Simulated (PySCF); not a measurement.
Unknowns

Theory: structure optimised with GFN2-xTB, PBE0/pcSseg-1 with gauge-including orbitals, in PySCF (relativity neglected, no solvent, a single conformation, rapidly exchanging positions averaged).

Shifts are taken against calculated references (same method and geometry level): 1H (σref 31.72) and 13C (σref 186.93) vs TMS. Where no couplings were computed, multiplicities follow the n + 1 count of equivalent neighbours, and m marks all less simple cases (inequivalent or close neighbours, rings, F or P nearby). Acid and N–H amide carbonyl carbons lie up to 10 ppm further downfield in solution (hydrogen bonding). Shifts are as computed. Against solution values, carbons near 30 ppm lie about +3 ppm off and those near 130 ppm about +5 ppm. Of 1211 compounds with measured shifts, 218 miss one by over three times the rms of a fit or turn the order of signals round; such compounds aren't used in these exercises. OH and NH positions are gas-phase values without hydrogen bonding to other molecules.

(1) C7H10O2. 1H NMR (400 MHz, computed): δ 6.76 (d, 1H), 6.21 (br s, 1H), 6.19 (q, 1H), 5.78 (d, 1H), 1.99 (s, 3H), 1.91 (d, 3H). 13C{1H} NMR (computed): δ 173.9, 152.0, 145.0, 142.5, 121.7, 18.8, 16.8. What is it?

(2) C7H13N3. 1H NMR (400 MHz, computed): δ 7.61 (s, 1H), 4.44 (q, 2H), 2.84 (sept, 1H), 1.40 (t, 3H), 1.35 (d, 6H). 13C{1H} NMR (computed): δ 149.3, 134.5, 44.4, 28.1, 27.2, 20.0. Identify the compound.

## Answers

(1) SMILES C(/C(=C/C)C)=C/C(=O)O. Rings plus π bonds: 3 (no ring in the answer). 7 carbon signals for 7 carbons: no two carbons are equivalent. Carbon types of the structure: 2 × C, 3 × CH, 2 × CH3, leaving 1 H on heteroatoms. δC 173.9: carboxylic acid carbon; it is a carbonyl in resonance with an O or N lone pair, the region of acids, esters and amides. δC 152.0: β carbon of a C=C–C=O unit; conjugation with the carbonyl draws π density from the β position. δC 142.5: alkene CH; as expected for a trigonal carbon in a double bond. δC 121.7: α carbon of a C=C–C=O unit; an sp2 carbon of a C=C bond.

The shifts were computed for this structure.

(2) SMILES c1nnn(CC)c1C(C)C. The formula gives 3 degrees of unsaturation (1 ring in the answer). 6 carbon signals for 7 carbons: some carbons are equivalent by symmetry or fast rotation. Carbon types of the structure: 1 × C, 2 × CH, 1 × CH2, 3 × CH3, which accounts for all hydrogens. δC 149.3: substituted aromatic carbon next to a ring nitrogen. δC 134.5: aromatic CH next to a ring nitrogen. δC 28.1: sp3 CH on an aromatic ring; aliphatic region, no heteroatom directly attached. δH 4.44: hydrogen on an sp3 CH2 bonded to N; its carbon carries N, hence the downfield position.

This is the structure that produced the data.
